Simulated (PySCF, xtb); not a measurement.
CH₃Cl₂GaO, SMILES C[O][Ga]([Cl])[Cl]. Other conformers were not sampled.

Harmonic wavenumbers (cm⁻¹) from GFN2-xTB run with xtb at its own minimum, in rising order: 66, 98, 102, 103, 150, 226, 327, 413, 441, 1039, 1123, 1124, 1401, 1463, 1466, 2912, 2955, 2958.

What does PBE-D3(BJ)/def2-SVP (PySCF) give at its own minimum? (An estimate is asked for; the answer gives what the named calculation found.)

74, 91, 101, 118, 149, 269, 379, 455, 621, 1076, 1129, 1156, 1416, 1417, 1422, 2927, 3014, 3019. Paired by order, the mean absolute difference is 37 cm⁻¹ and the zero-point energies are 26.3 and 26.9 kcal/mol.
